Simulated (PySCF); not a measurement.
C3H8In, charge +1, singlet, at a GFN2-xTB geometry (such geometries of metal compounds can be far from the true shape) (core potentials on In). Base run: PBE/def2-SV(P) (PySCF).

PySCF was given this input:
```python
from pyscf import gto, scf, dft

mol = gto.M(
    atom='''
In   -0.143033    0.167458    0.291107
C    -1.092492    1.897937    1.502291
H    -1.542412    1.448947    2.387020
H    -1.836575    2.364524    0.857818
H    -0.285301    2.583397    1.758303
C     0.830008   -1.667490   -0.883966
C     1.132658   -1.316951   -2.310558
H     0.068411   -2.441781   -0.774025
H     1.718168   -1.879898   -0.285965
H     1.860521   -0.506660   -2.391360
H     0.232269   -1.058763   -2.872453
H     1.572508   -2.196165   -2.790195
''',
    basis='def2-sv(p)',
    ecp={'In': 'def2-sv(p)'},
    charge=1,
    spin=0,
    verbose=4,
)

mf = dft.RKS(mol)
mf.xc = 'pbe'
mf.kernel()
```

Each row names what was changed in the base input (with any setting that the change needs).

```tsv
change	basis functions	E (Eh)	HOMO (eV)	HOMO-LUMO gap (eV)
base	84	-308.71507	-11.09	3.52
basis = x2c-TZVPall; relativity = spin-free X2C; nucleus = Gaussian (with nucmod='G'; without ecp={'In': 'def2-sv(p)'})	201	-5999.29816	-11.05	3.51
basis = ANO-RCC-VDZP; relativity = spin-free X2C (without ecp={'In': 'def2-sv(p)'})	125	-5999.28012	-11.07	3.55
basis = ANO-RCC-VDZP; relativity = spin-free X2C; nucleus = Gaussian (with nucmod='G'; without ecp={'In': 'def2-sv(p)'})	125	-5999.13388	-11.07	3.55
basis = x2c-SVPall; relativity = spin-free X2C; nucleus = Gaussian (with nucmod='G'; without ecp={'In': 'def2-sv(p)'})	118	-5998.52790	-11.09	3.53
basis = ANO-RCC-VDZP; relativity = none (without ecp={'In': 'def2-sv(p)'})	125	-5709.07891	-11.15	3.25
basis = x2c-SVPall; relativity = none (without ecp={'In': 'def2-sv(p)'})	118	-5742.68623	-11.07	3.25
basis = x2c-TZVPall; relativity = none (without ecp={'In': 'def2-sv(p)'})	201	-5755.10843	-10.99	3.53
basis = x2c-TZVPall; relativity = spin-free X2C (without ecp={'In': 'def2-sv(p)'})	201	-5999.42218	-11.05	3.51
basis = x2c-SVPall; relativity = spin-free X2C (without ecp={'In': 'def2-sv(p)'})	118	-5998.63816	-11.09	3.53
```

Absolute energies of different levels of theory aren't comparable as measures of quality.

Basis sets contracted for a relativistic Hamiltonian are a mismatch without it, so the rows without relativity aren't non-relativistic limits. No row has spin-orbit coupling; sets with core potentials leave out the core electrons.
